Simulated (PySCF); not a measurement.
WO2Cl, SMILES [O]=[W+](=[O])[Cl], charge +1, multiplicity 1. The structure is a stationary point at PBE0-D3(BJ)/def2-SVP. The multiplicity is an assumed one; other spin states were not compared. The isomer is the one that the SMILES or the coordinates give; other isomers of the formula were not compared. The def2 effective core potentials stand for the cores of W; spin–orbit coupling is left out.

**Question.** Give the equilibrium geometry at PBE0-D3(BJ)/def2-SVP (PySCF confirms it by a frequency run) as a Z-matrix, and its point group. (Estimate from the structure and the level; the computed values follow.)

**Answer.** point group Cs.
```
W
O 1 1.6694
O 1 1.6694 2 103.24
Cl 1 2.2063 2 104.54 3 109.11
```
Charge +1, spin multiplicity 1.
